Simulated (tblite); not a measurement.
Species: C₄H₂FOS (doublet state).
Numbering: `[F:1][c:2]1[cH:3][o:4][cH:5][c:6]1[S:7]` (hydrogens: H8 on C3; H9 on C5)
Bond orders are those of one Lewis drawing.

Computed with GFN2-xTB (tblite), gas phase: L-BFGS steps from a force-field or distance-geometry start until the largest atomic force falls under 0.01 eV/Å.

Step 5: E = -586.9548 eV
```
atom  x, y, z in Å  |  force x, y, z in eV/Å
F1     -0.3140    2.2480    0.2693   -0.035   0.134   0.014
C2     -0.2493    0.9337    0.1098   -0.098   0.049  -0.008
C3     -1.2970    0.0755    0.0001   -0.036   0.095   0.054
O4     -0.8363   -1.1823   -0.1469   -0.135  -0.044  -0.035
C5      0.4933   -1.1338   -0.1408    0.013  -0.048   0.018
C6      0.9443    0.1583    0.0181    0.095   0.022  -0.004
S7      2.5605    0.6756    0.0839    0.251   0.109   0.014
H8     -2.3517    0.2618    0.0260   -0.006  -0.134  -0.026
H9      1.0638   -2.0307   -0.2448   -0.049  -0.183  -0.026
```

Step 6: E = -586.9587 eV
```
atom  x, y, z in Å  |  force x, y, z in eV/Å
F1     -0.3161    2.2519    0.2694   -0.032   0.092   0.012
C2     -0.2507    0.9366    0.1111    0.034   0.077  -0.015
C3     -1.2944    0.0770    0.0004   -0.080   0.012   0.050
O4     -0.8345   -1.1807   -0.1459   -0.126  -0.015  -0.043
C5      0.4950   -1.1320   -0.1414   -0.001  -0.039   0.029
C6      0.9450    0.1613    0.0183    0.172   0.007  -0.005
S7      2.5661    0.6781    0.0843    0.127   0.077   0.010
H8     -2.3482    0.2519    0.0243   -0.105  -0.074  -0.017
H9      1.0512   -2.0380   -0.2458    0.012  -0.135  -0.022
```

**Question.** Estimate the geometry and energy of step 7. (The exact step hangs on the optimiser's Hessian estimate; all steps are aligned on step 6, rigid shifts and turns removed.)

**Answer.** E = -586.9612 eV, largest force 0.162 eV/Å
```
atom  x, y, z in Å  |  force x, y, z in eV/Å
F1     -0.3182    2.2560    0.2697   -0.022   0.062   0.009
C2     -0.2505    0.9405    0.1118    0.061  -0.052  -0.030
C3     -1.2941    0.0780    0.0014    0.019   0.036   0.043
O4     -0.8349   -1.1794   -0.1459   -0.037   0.022  -0.032
C5      0.4961   -1.1316   -0.1413   -0.017  -0.010   0.030
C6      0.9481    0.1632    0.0183    0.116  -0.014  -0.004
S7      2.5725    0.6814    0.0848    0.015   0.040   0.004
H8     -2.3478    0.2434    0.0228   -0.160  -0.024  -0.008
H9      1.0423   -2.0454   -0.2468    0.026  -0.059  -0.013
```

The energy changes by -0.0025 eV. The first-order estimate −F·Δx gives -0.0039 eV and the mean of the old and new forces, exact on a quadratic surface, -0.0025 eV. The step makes an angle of 53° with the force vector and moves no atom by more than 0.012 Å.

The cost below is that of the whole relaxation. Hardware: one thread of an Arm Neoverse V1 (shared host). Cost: under 0.1 s wall.
